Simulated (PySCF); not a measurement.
Compound: 1,2-dihydro-1,2-azaborine, C4H6BN.
Atom-mapped SMILES: `[BH:1]1[CH:2]=[CH:3][CH:4]=[CH:5][NH:6]1` (hydrogens: H7 on B1; H8 on C2; H9 on C3; H10 on C4; H11 on C5; H12 on N6)

Computed with PySCF at wB97X-D/pcSseg-2, non-relativistic, on one gas-phase PBE0-D3(BJ)/def2-TZVP geometry that isn't relaxed in the solvent. The solvent is an IEF-PCM continuum (van der Waals radii × 1.2). Specific hydrogen bonds and non-electrostatic terms are outside this model.

Gas phase at wB97X-D/pcSseg-2: HOMO -8.30 eV, LUMO 0.98 eV, dipole 2.13 D.

Question: What does the continuum do to the energy, the frontier levels and the dipole at wB97X-D/pcSseg-2 in chloroform?

Answer: 
```json
{"solvent": "chloroform", "ε": "4.711", "E(solvent) − E(gas) (kcal/mol)": "-3.20", "polarisation term (kcal/mol)": "-3.64", "distortion of the solute (kcal/mol)": "0.44", "HOMO (eV)": "-8.30", "LUMO (eV)": "0.98", "dipole (D)": "2.74"}
```

The first energy column is the sum of the next two and covers electrostatics alone.

Question: Which radius a makes the point-dipole formula ΔE = −[(ε − 1)/(2ε + 1)]·μ²/a³ give the value in chloroform, with the gas-phase dipole?

Answer: μ = 0.840 au and |ΔE| = 0.00509 Eh give a = 1.94 Å; the farthest nucleus lies 2.66 Å from the centroid of the nuclei, so such a sphere wouldn't even hold the nuclei. The formula assumes a rigid point dipole at the centre of a sphere.

wB97X-D is run here without its empirical dispersion term; that term would change no orbital, density or response property at a fixed geometry.
